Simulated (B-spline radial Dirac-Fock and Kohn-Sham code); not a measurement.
**Isotope-shift constants of the inner levels of V**

System: neutral vanadium in the configuration 1s2 2s2 2p6 3s2 3p6 3d3 4s2.

These are calculated numbers from an atomic code on a B-spline grid; the model is first-order field-shift and mass-shift constants from Dirac-Fock ground and hole states with a Fermi nucleus; the mass shift has no relativistic recoil terms. A binding energy shifts by δE = F·δ⟨r²⟩ + (K_N + K_S)·δ(1/M); F is taken for a change of radius at fixed skin thickness and so holds the higher radial moments.

| level | F (meV/fm²) | K_N (meV u) | K_S (meV u) |
| --- | --- | --- | --- |
| K (1s) | -1.975 | -3009 | 1088 |
| L1 (2s) | -0.1745 | -352.0 | -98.79 |
| L2 (2p1/2) | 0.02162 | -292.6 | 258.6 |
| L3 (2p3/2) | 0.02197 | -288.7 | 248.7 |
| M1 (3s) | -0.02224 | -45.80 | -19.81 |
| M2 (3p1/2) | 0.004150 | -28.31 | 25.51 |
| M3 (3p3/2) | 0.004193 | -27.85 | 23.86 |
